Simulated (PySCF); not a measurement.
Species: C₃H₃O₅S (charge -1).
SMILES: `C([O-])(/C=C/S(=O)(=O)O)=O`

Computed with PySCF at B3LYP/def2-SVPD, non-relativistic, on one gas-phase PBE0-D3(BJ)/def2-SVP geometry that isn't relaxed in the solvent. The solvent is an IEF-PCM continuum (cavity from Bondi-type radii × 1.2), and excitations are vertical TDDFT with non-equilibrium linear response and a frozen core. Only the electrostatic response of the medium enters.

Gas-phase singlets (H = HOMO, L = LUMO):

```tsv
state	E (eV)	λ (nm)	f	leading configuration
S1	3.374	367	0.007	H→L 64%
S2	3.484	356	0.026	H-1→L 57%
S3	4.072	304	0.016	H-2→L 91%
S4	4.515	275	0.002	H→L+1 96%
S5	4.607	269	0.000	H-1→L+1 96%
```

**Question.** What are the lowest 5 singlets in cyclohexane (ε = 2.017)?

**Answer.** 
| state | E (eV) | λ (nm) | f | leading configuration | change by rank (eV) |
| --- | --- | --- | --- | --- | --- |
| S1 | 3.681 | 337 | 0.006 | H→L 50% | +0.307 |
| S2 | 3.762 | 330 | 0.037 | H→L 48% | +0.278 |
| S3 | 4.420 | 281 | 0.022 | H-2→L 94% | +0.348 |
| S4 | 5.348 | 232 | 0.003 | H→L+1 94% | +0.833 |
| S5 | 5.412 | 229 | 0.001 | H-1→L+1 94% | +0.805 |

**Question.** How does the list change in dimethylsulfoxide (ε = 46.83)?

**Answer.** 
```tsv
state	E (eV)	λ (nm)	f	leading configuration	change by rank (eV)
S1	4.118	301	0.001	H-1→L 81%	+0.744
S2	4.201	295	0.045	H→L 80%	+0.717
S3	4.951	250	0.025	H-2→L 96%	+0.879
S4	6.076	204	0.319	H-3→L 82%	+1.561
S5	6.287	197	0.026	H→L+1 90%	+1.680
```

**Question.** How do the frontier levels move from gas to dimethylsulfoxide?

**Answer.** 
| orbital | gas (eV) | solvent (eV) | change (eV) |
| --- | --- | --- | --- |
| LUMO+2 | 3.77 | 0.82 | -2.95 |
| LUMO+1 | 2.56 | 0.04 | -2.52 |
| LUMO | 1.88 | -1.66 | -3.54 |
| HOMO | -2.53 | -6.90 | -4.37 |
| HOMO-1 | -2.65 | -6.94 | -4.29 |
| HOMO-2 | -2.96 | -7.40 | -4.44 |
| HOMO-3 | -4.69 | -8.24 | -3.55 |

The HOMO–LUMO gap goes from 4.41 to 5.24 eV. Rows go by rank; for LUMO+2 the atom shares or the degeneracy differ between the runs, so the row needn't follow one orbital.

The run took about 70 s of CPU time (one thread, shared machine). This is the whole response run at B3LYP/def2-SVPD in dimethylsulfoxide, SCF included.

Conformer computed: `[O:1]=[C:2]([O-:3])/[CH:4]=[CH:5]/[S:6](=[O:7])(=[O:8])[OH:9]`: O1–C2–C4–C5 143°, C4–C5–S6–O7 -8°, H–O9–S6–C5 -70°.
